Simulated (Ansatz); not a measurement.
Isolated molecules relaxed with PBE0-D4/def2-TZVP in Ansatz; ΔE leaves out vibrations. CBS: MP2 limit from def2 TZ/QZ plus the TZ coupled-cluster correction, frozen cores. This one scheme is used for every species. Each species was taken in one conformer, which may not be the lowest.

Reaction (ligand exchange at a B–C bond): `CSB(O)CF` + H–F → `CSB(O)F` + `CF`

```json
{"level": "CCSD/def2-TZVPP", "ΔE (kJ/mol)": "-149.7"}
{"level": "SCS-MP2/def2-QZVPP", "ΔE (kJ/mol)": "-148.2"}
```

Q: What does CCSD(T)/CBS give? (Best estimate.)

A: Computed: -141.8 kJ/mol. The listed levels differ from it by -7.9, -6.4 kJ/mol.

Largest T1 diagnostic among the species: 0.012.

In def2-TZVPP, CCSD(T) changes the Hartree–Fock value by +29.2 kJ/mol (the triples alone add +3.7 kJ/mol) and MP2 by +30.8 kJ/mol. From PBE to PBE0 (25 % exact exchange), in def2-TZVPP and without D4, ΔE moves by −3.3 kJ/mol.
